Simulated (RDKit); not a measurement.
Input file for RDKit: UFF on H6OSi (a complex), monomers drawn apart or pushed together.

```python
from rdkit import Chem
from rdkit.Chem import AllChem, rdDetermineBonds

blocks = [
'''3

O    -0.03559702   -0.01350472    0.05466443
H     0.86458813   -0.25174702   -0.19124215
H    -0.57457690   -0.77674907   -0.17889630
''',
'''5

Si   -0.05496453    0.05653950    3.63583947
H    -0.06573827    0.07445980    5.12081545
H     0.56620274   -1.21556965    3.20206119
H     0.73862531    1.20720872    3.15775880
H    -1.45096025    0.13563977    3.15741565
''',
]
mol = None
for b in blocks:
    f = Chem.MolFromXYZBlock(b)
    rdDetermineBonds.DetermineBonds(f, charge=0)
    mol = f if mol is None else Chem.CombineMols(mol, f)
Chem.SanitizeMol(mol)
print(Chem.MolToSmiles(Chem.RemoveHs(mol)))
ff = AllChem.UFFGetMoleculeForceField(mol, vdwThresh=100.0, ignoreInterfragInteractions=False)
e = ff.CalcEnergy()
print(f'UFF energy {e:.6f} kcal/mol')
```

The log:

```
O.[SiH4]
UFF energy 0.408991 kcal/mol
```

The run finished.

Cost: roughly 0.010 core-seconds.
